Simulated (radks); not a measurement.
Values are calculated unless marked as measured or tabulated.
Q: Species: Pb. Configuration: [Hg] 6p2. Level of theory: scalar-relativistic Kohn-Sham, r2SCAN, spin-polarised, spherical densities, finite nucleus; open shells are filled with parallel spins first (spin-orbit coupling, left out, can overturn this in heavy ions); meta-GGA in the generalised Kohn-Sham scheme; Fermi nuclear charge, rms radius 5.5012 fm; hard spherical wall at 1.5 bohr (a radial shooting solver on a logarithmic mesh with Libxc functionals). Some entries of the table are withheld. Estimate them.

| orbital | occ. | eigenvalue (hartree) | <r^2> (bohr^2) |
|---|---|---|---|
| 1s up | 1 | -3233.276 | 0.0003575 |
| 1s down | 1 | -3233.240 | 0.0003575 |
| 2s up | 1 | -573.7354 | 0.005424 |
| 2s down | 1 | -573.7275 | 0.005424 |
| 2p up | 3 | -491.1501 | 0.004623 |
| 2p down | 3 | -491.1280 | 0.004623 |
| 3s up | 1 | -133.3604 | 0.03488 |
| 3s down | 1 | -133.3479 | 0.03488 |
| 3p up | 3 | -109.5939 | 0.03619 |
| 3p down | 3 | -109.5763 | 0.03619 |
| 3d up | 5 | -85.20703 | 0.03007 |
| 3d down | 5 | -85.18756 | 0.03007 |
| 4s up | 1 | -25.97550 | 0.1686 |
| 4s down | 1 | -25.94059 | 0.1686 |
| 4p up | 3 | -18.21167 | 0.1947 |
| 4p down | 3 | -18.17608 | 0.1945 |
| 4d up | 5 | -9.16765 | 0.2232 |
| 4d down | 5 | -9.12767 | 0.2229 |
| 5s up | 1 | -0.59779 | 0.7447 |
| 5s down | 1 | -0.56271 | 0.7466 |
| 4f up | 7 | 0.76600 | 0.2722 |
| 4f down | 7 | 0.80873 | 0.2718 |
| 5p up | 3 | 1.73629 | 0.8294 |
| 5p down | 3 | 1.76195 | 0.8291 |
| 5d up | 5 | 4.89406 | 0.9052 |
| 5d down | 5 | 4.92527 | 0.9025 |
| 5f up | 0 | 8.71237 | 0.9259 |
| 5f down | 0 | 8.76323 | 0.9215 |
| 6s up | 1 | 10.96464 | 0.9687 |
| 6s down | 1 | 11.14838 | 0.9637 |
| 6p up | 2 | 13.55552 | 0.9430 |
| 6p down | 0 | 13.75372 | 0.9417 |
| 6d up | 0 | 16.93525 | (1) |
| 6d down | 0 | 17.12689 | (2) |
| 7s up | 0 | 29.19056 | (3) |
| 7s down | 0 | 29.24002 | (4) |

A: 
(1) 6d up <r^2> (bohr^2): 0.9005
(2) 6d down <r^2> (bohr^2): 0.9027
(3) 7s up <r^2> (bohr^2): 0.9101
(4) 7s down <r^2> (bohr^2): 0.9106
